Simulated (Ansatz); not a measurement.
Relaxation of CH$_{7}$AlClFSi$_{2}$ (13 atoms, charge 0, multiplicity 1), to a largest force component of 0.015 eV/Å in at most 40 steps.

Method: RHF/STO-3G (Ansatz).

```xyz
13
Properties=species:S:1:pos:R:3
C -0.593 -1.140 1.339
Si 0.561 -0.227 0.199
F 2.104 -0.459 0.750
Al 0.441 -1.081 -1.988
Si 0.105 1.952 0.149
Cl -1.857 2.256 -0.512
H -0.525 -0.680 2.357
H -0.376 -2.163 1.337
H -1.670 -0.921 0.996
H 1.282 -0.508 -3.134
H -0.701 -2.248 -2.266
H 1.059 2.650 -0.721
H 0.189 2.533 1.509
```

Q: Where does it end, and by what steps?

A: The forces met the threshold. Limits of this set-up: minimal basis. After 27 steps the energy has fallen by 1.269 eV; Cl6 moved furthest, 1.92 Å. Joined: Al4–Cl6.

```tsv
step	energy less start (eV)	largest force component (eV/Å)	accepted
0	0.0000	4.245	yes
1	-0.4316	2.606	yes
2	-0.8079	1.351	yes
3	-0.8545	0.678	yes
4	-0.7806	0.690	no
5	-0.8739	0.085	yes
6	-0.8778	0.038	yes
7	-0.8833	0.156	yes
8	-0.8859	0.276	yes
9	-0.8901	0.219	yes
10	-0.8971	0.219	yes
11	-0.8897	0.455	no
12	-0.9033	0.162	yes
13	-0.9078	0.078	yes
14	-0.9148	0.175	yes
15	-0.9170	0.376	yes
16	-0.9303	0.277	yes
17	-0.9662	0.234	yes
18	-1.0030	0.227	yes
19	-1.1050	0.347	yes
20	-1.2373	0.436	yes
21	-1.2056	0.694	no
22	-1.2625	0.083	yes
23	-1.2651	0.074	yes
24	-1.2669	0.077	yes
25	-1.2678	0.048	yes
26	-1.2684	0.033	yes
27	-1.2687	0.009	yes
```

```xyz
13
Properties=species:S:1:pos:R:3
C -0.324 -1.214 1.589
Si 0.617 -0.401 0.187
F 2.195 -0.516 0.608
Al -0.031 -0.625 -2.039
Si 0.075 1.833 0.204
Cl -0.609 1.722 -1.875
H 0.002 -0.863 2.560
H -0.189 -2.288 1.574
H -1.387 -1.024 1.511
H 1.047 -0.622 -3.045
H -1.339 -1.262 -2.280
H 1.042 2.881 0.148
H -1.077 2.346 0.871
```

Whether the end is a true minimum wasn't checked by a vibrational analysis.

Run time: 3.4 min on 1 CPU thread of a shared host.
